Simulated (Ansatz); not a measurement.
System: GaBr2, charge 1, multiplicity 1. It need not be the lowest isomer of its formula. 
Coordinates optimised at B3LYP-D3(BJ)/def2-TZVP (Ansatz, a quantum-chemistry and plane-wave program):
```xyz
3

Ga     0.0000     0.0000     0.0000
Br     0.0000     0.0000     2.1837
Br     0.0000     0.0000    -2.1837
```
Charge +1, spin multiplicity 1.

Basis-set convergence of Hartree-Fock and CCSD(T) correlation energies (hartree) with Ansatz. Valence correlation only, unless marked. Spin-orbit coupling is left out. The frozen core is the preceding noble-gas configuration, with the filled d and f shells of earlier blocks. Non-relativistic.

```csv
basis,functions,E(HF),"E(corr, CCSD(T))"
cc-pVDZ,81,-7067.81676,-0.29684
cc-pVTZ,129,-7068.04638,-0.40652
cc-pVQZ,204,-7068.05515,-0.44505
```

Extrapolating the two largest sets (X = 3 and 4) as X^-3: E(corr) = (64·(-0.44505) - 27·(-0.40652))/37 = -0.4732 Eh, an estimate of the basis-set limit. The largest set recovers 94.1 % of it, the smallest 62.7 %.
